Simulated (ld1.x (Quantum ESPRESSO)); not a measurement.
PBE TM dataset for lithium, non-relativistic all-electron reference.

* Element: lithium
* Generator: ld1.x (Quantum ESPRESSO) 7.5
* Type: norm-conserving Troullier–Martins (Kleinman–Bylander form)
* Functional: PBE
* Relativity: non-relativistic
* Frozen core: [He]
* Valence charge: 1
* Reference configuration: 2s0.5 2p0 (charge +0.5)
* Partial waves: 2p (bound, empty): rc 4.10 bohr; 3d channel at 0.1 Ry: rc 3.35 bohr; 2s (bound): rc 3.05 bohr
* Local potential: the s channel
* Core correction: a·sin(br)/r model core, default radius (core density twice the valence density)

All-electron outer shells of the reference configuration (PBE, non-relativistic, ld1.x):

```csv
shell,level (eV),outermost node (bohr),outermost maximum (bohr)
2s,-5.34,0.83,2.90
2p,-3.34,–,3.24
```

Calculated quality:

```
Cutoffs needed           : 6 Ry and 6 Ry (the cutoffs (Ry, on a coarse ladder) from which the occupation-weighted sum of valence levels, in a spherical-Bessel basis at the reference potential, stays within 10 and 1 mRy of its value at 400 Ry)
Ghost test               : no extra level below or beside the all-electron valence levels (p, d, s, f tested) (spherical-Bessel basis up to 400 Ry, 20 bohr box)
Largest excitation error : +2.5 meV (all-electron minus pseudo) for 2s1 2p0, out of 2 test configurations
```

Generation and tests took about 0.4 s on one core of a shared server CPU.
